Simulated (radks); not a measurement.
The numbers below are computed, except where a source is named.
Task: Valence configurations of Be II (all share [He]). Level of theory: non-relativistic Kohn-Sham, r2SCAN, spin-unpolarised, spherical densities, point nucleus; meta-GGA in the generalised Kohn-Sham scheme; without spin polarisation the odd electron is poorly described (a radial shooting solver on a logarithmic mesh with Libxc functionals). Order these by energy: 2s0.5 2p0.5; 2p1; 2s1.

Result: From the lowest, in eV above it: 2s1 0.000; 2s0.5 2p0.5 2.213; 2p1 4.318. NIST lists [He] 2s1 as the ground configuration; this level of theory agrees among the configurations tried. The energies are those of spherical spin-averaged densities, not of single terms.
